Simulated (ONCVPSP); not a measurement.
**fluorine (F): variants of one ONCV potential**

Base potential:

ONCVPSP 4.0.1 input, shortened (lines: element, Z, core and valence counts, functional; n l f; lmax; l rc ep ncon nbas qcut; lloc lpopt rc5 dvloc0; l nproj debl; icmod fcfact rcfact), LDA (Perdew-Wang 92), scalar-relativistic:

```
  F 9.00    1    2  -001012      upf
    1    0    2.00
    2    0    2.00
    2    1    4.75
    2
    0    0.55    0.00    4    8   11.80
    1    1.45    0.00    4    8    9.60
    2    1.30    0.21    4    9    7.10
    4    5    0.40    3.00
    0    2    0.40
    1    3    1.60
    2    2    3.80
    2    0.60    0.95
```

In the s channel the program set the typed energies aside and used -1.237, 0.250 Ha.

Cutoffs, loose and tight: the cutoffs (Ha) at which the residual kinetic energy of the hardest occupied pseudo-wave falls to 1 and 0.1 mHa per electron. They do not see the model core or the augmentation charge, which bear on the density cutoff. Test errors are all-electron minus pseudo excitation energies from the reference, over the configurations 2s2 2p5; 2s2 2p4; 2s2 2p3; 2s1 2p5. A dash means not determined; rows that change the core or the reference have their own tests.

A true bound ghost makes a file unfit for plane-wave use even where its test errors are small: the radial tests pick states by their node count and pass the ghost by.

| change | outcome | cutoff, loose | cutoff, tight | bound ghosts | GHOST(+) flags above zero | largest test error (meV) |
| --- | --- | --- | --- | --- | --- | --- |
| base | generated, projector energies reset by the program | 146 Ha | 550 Ha | s | d | +254 |
| s: rc 0.54 | generated, projector energies reset by the program | 276 Ha | 585 Ha | s | d | +254 |
| functional LDA (Perdew-Zunger) | generated, projector energies reset by the program | 146 Ha | 550 Ha | s | d | +254 |
| all radii but the core radius scaled by about 1.03 (s 0.56, p 1.50, d 1.34 bohr); local potential polynomial inside 0.42 bohr (lpopt 5, dvloc0 3 Ha) | generated, projector energies reset by the program | 59 Ha | 511 Ha | s | d | +286 |
| local potential polynomial inside 0.40 bohr (lpopt 5, dvloc0 -1 Ha) | generated, projector energies reset by the program | 146 Ha | 550 Ha | s, d | none | +254 |
| p: nproj 1 | generated, projector energies reset by the program | 146 Ha | 550 Ha | s | d | +193 |
| d: qcut 6.1 | generated, projector energies reset by the program | 146 Ha | 550 Ha | s, d | none | +254 |
| p: ncon 5, nbas 9 | generated, projector energies reset by the program | 146 Ha | 550 Ha | s | d | +196 |
| p: debl 0.8 | generated, projector energies reset by the program | 146 Ha | 550 Ha | s | d | +254 |
| core correction Teter function, fcfact 1.5, rcfact 1.5 | generated, projector energies reset by the program | 146 Ha | 550 Ha | s | d | +255 |

What comes out with this change to the base: s: qcut 16.5; p: qcut 13.4; d: qcut 9.9?

outcome: generated, projector energies reset by the program; cutoff, loose: 114 Ha; cutoff, tight: 378 Ha; bound ghosts: s; GHOST(+) flags above zero: none; largest test error (meV): +144.
